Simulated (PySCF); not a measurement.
trimethylsulfonium (C₃H₉S), SMILES C[S+](C)C, charge +1. Coordinates come from a PBE0-D3(BJ)/def2-SVP optimisation.

Computed equilibrium geometry at PBE0-D3(BJ)/def2-SVP (PySCF confirms it by a frequency run) as a Z-matrix, and its point group:
point group C3v.
```
S
C 1 1.7955
H 2 1.0987 1 110.74
H 2 1.0989 3 111.17 1 119.09
H 2 1.0989 3 111.17 4 121.82
C 1 1.7955 2 102.96 3 -53.40
H 6 1.0987 1 110.74 2 53.40
H 6 1.0989 7 111.17 1 -119.09
H 6 1.0989 7 111.17 8 -121.82
C 1 1.7955 2 102.96 3 53.40
H 10 1.0987 1 110.74 2 -53.40
H 10 1.0989 11 111.17 1 119.09
H 10 1.0989 11 111.17 12 121.82
```
Charge +1, spin multiplicity 1.
